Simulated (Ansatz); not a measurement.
Reaction (ligand exchange at a B–C bond): `C#CBCC` + CH₃SH → `CCBSC` + `C#C`

Gas-phase electronic energies from Ansatz, PBE0-D4/def2-TZVP geometries. CCSD(T)/CBS adds triple-zeta CCSD(T) − MP2 to the extrapolated MP2 energy (def2 sets, frozen cores). This one scheme is used for every species. DFT in def2-TZVPP. One conformer a species, not always the lowest.

```csv
level,ΔE (kJ/mol)
r2SCAN-D4,-43.1
HF/def2-TZVPP,-25.9
SCS-MP2/def2-QZVPP,-43.4
HF/CBS(def2),-24.8
```

(1) What does CCSD(T)/CBS give? (Best estimate.)

Largest T1 diagnostic among the species: 0.013.

Answers

(1) The calculation gave: -46.7 kJ/mol. The listed levels differ from it by 3.6, 20.8, 3.3, 21.9 kJ/mol.

In def2-TZVPP, CCSD(T) changes the Hartree–Fock value by −20.3 kJ/mol (the triples alone add −3.5 kJ/mol) and MP2 by −22.5 kJ/mol. The D4 term adds −6.6 kJ/mol with B3LYP and −3.6 kJ/mol with PBE0; it sums over pairs of atoms, weighted by their polarisabilities, and B3LYP, whose exchange is more repulsive, gets the larger term.

CCSD(T)/CBS has its own doubt, a few kJ/mol and more with outer-core shells, so smaller differences from it don't rank the levels.

B3LYP here is the variant with VWN-RPA as its local correlation; programs differ in this.
